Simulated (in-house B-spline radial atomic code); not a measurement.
A fraction x of an electron is removed from 4s in Ge2+, starting from [Ar] 3d10 4s2 and keeping the highest spin. Computed with a radial B-spline atomic code at the basis-set limit: scalar-relativistic (X2C) PBEsol, spin-polarised, spherical fractional occupations, Fermi nucleus of rms radius 4.0742 fm.

| x | E(x) - E(0) (eV) | 4s down level (eV) |
| --- | --- | --- |
| 0 | 0.0000 | -29.272 |
| 0.03 | 0.8827 | -29.576 |
| 0.21 | 6.3702 | -31.396 |
| 0.35 | 10.8647 | -32.811 |
| 0.41 | 12.8516 | -33.417 |
| 0.5 | 15.8999 | -34.325 |
| 0.61 | 19.7366 | -35.433 |
| 0.71 | 23.3304 | -36.442 |
| 0.76 | 25.1651 | -36.947 |
| 0.92 | 31.2063 | -38.567 |
| 1 | 34.3231 | - |

The exact functional would give a straight line between the two integer points. Deviations E(x) - E(0) - x[E(1) - E(0)], in eV: -0.147 at x = 0.03, -0.838 at x = 0.21, -1.148 at x = 0.35, -1.221 at x = 0.41, -1.262 at x = 0.5, -1.2 at x = 0.61, -1.039 at x = 0.71, -0.92 at x = 0.76, -0.371 at x = 0.92.

The curve lies below the straight line by up to 1.262 eV (at x = 0.5): convex, the delocalisation error that favours fractional charges.

(1) How well does Slater's transition state (minus the level at half occupation) give the ionisation energy?

Answers

(1) It gives 34.325 eV against 34.323 eV from the two total energies; NIST lists 34.06 eV, ground level to ground level.
